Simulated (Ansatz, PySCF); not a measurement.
Bond stretch in BBe (anion, charge -1), lowest triplet found (which spin is the ground state isn't settled by this scan). Each curve is given relative to its own lowest point between 1.50 and 2.26 Å, where full CI is lowest.

```csv
R / Å,A,B,C
1.30,76.5,81.6,89.8
1.39,44.8,48.3,70.3
1.50,20.5,22.7,44.5
1.57,11.0,12.6,27.1
1.65,4.3,5.3,15.9
1.73,1.0,1.5,8.5
1.76,0.4,0.7,6.5
1.81,0.0,0.0,3.9
1.86,0.3,0.0,2.1
1.94,1.8,1.0,0.3
2.02,4.2,3.0,0.0
2.15,9.3,7.0,1.1
2.26,14.1,10.8,3.0
```

Energies in kcal/mol.

### Question
Assign the columns to these levels of theory: CCSDT on ROHF/aug-cc-pVDZ, frozen core in Ansatz (an electronic-structure program); PySCF 2.14.0 with unrestricted B3LYP/LANL2DZ; unrestricted LDA (SVWN5)/6-31G*, spherical d run with PySCF.

### Answer
A is UKS-LDA (SVWN5)/6-31G*; B is UKS-B3LYP/LANL2DZ; C is ROCCSDT.

The scan ran from 1.30 to 6.06 Å; beyond the distances shown full CI changes its symmetry label. The unrestricted determinant behind UKS-LDA (SVWN5)/6-31G* is spin-contaminated at 1.30 to 2.15 Å (<S²> up to 2.7, against 2.00 for a pure triplet). Where the anion isn't bound against loss of the electron, the finite basis alone holds it. The unrestricted determinant behind UKS-B3LYP/LANL2DZ is spin-contaminated at 1.30 to 2.15 Å (<S²> up to 2.8, against 2.00 for a pure triplet). The T1 diagnostic of CCSD on the restricted reference of ROCCSDT exceeds 0.045 at 1.30, 1.57 to 2.26 Å. At the minimum ROCCSDT lies far from FCI: another state is possible.
